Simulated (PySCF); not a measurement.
Isomers of C4H10SSi, one GFN2-xTB conformer each. Single-point energies are computed at PBE0/pcSseg-1 (PySCF, gas phase, no added dispersion term), electronic only.

```csv
SMILES,GFN2-xTB relative energy (kcal/mol)
[SiH3]C[C@@H]1CCS1,0.0
CSC1C[SiH2]C1,11.8
```

Conformers: `[SiH3:1][CH2:2][C@@H:3]1[CH2:4][CH2:5][S:6]1` with Si1–C2–C3–C4 -70°, C2–C3–C4–C5 -132°, C3–C4–C5–S6 13°, C4–C5–S6–C3 -11°, C2–C3–S6–C5 132°; `[CH3:1][S:2][CH:3]1[CH2:4][SiH2:5][CH2:6]1` with C1–S2–C3–C4 174°, S2–C3–C4–Si5 136°, C3–C4–Si5–C6 -11°, C4–Si5–C6–C3 11°, S2–C3–C6–Si5 -134°.

Problem. What does PBE0/pcSseg-1 give for the same structures?

Solution. 
| SMILES | PBE0/pcSseg-1 E (Eh) | PBE0/pcSseg-1 (kcal/mol) | GFN2-xTB (kcal/mol) | point group |
| --- | --- | --- | --- | --- |
| CSC1C[SiH2]C1 | -845.59682 | 0.0 | 11.8 | C1 |
| [SiH3]C[C@@H]1CCS1 | -845.59531 | 0.9 | 0.0 | C1 |

GFN2-xTB puts [SiH3]C[C@@H]1CCS1 lowest instead. Neighbours under 2.5 kcal/mol apart (CSC1C[SiH2]C1 and [SiH3]C[C@@H]1CCS1) can change places with a better method, another conformer or zero-point energy.

Problem. Which frontier levels, dipoles and rotational constants go with these structures?

Solution. 
| SMILES | HOMO (eV, PBE0/pcSseg-1) | LUMO (eV) | dipole (D) | A, B, C (MHz) |
| --- | --- | --- | --- | --- |
| CSC1C[SiH2]C1 | -6.19 | 0.22 | 1.61 | 5852, 1248, 1114 |
| [SiH3]C[C@@H]1CCS1 | -6.28 | 0.03 | 1.62 | 5593, 1170, 1021 |
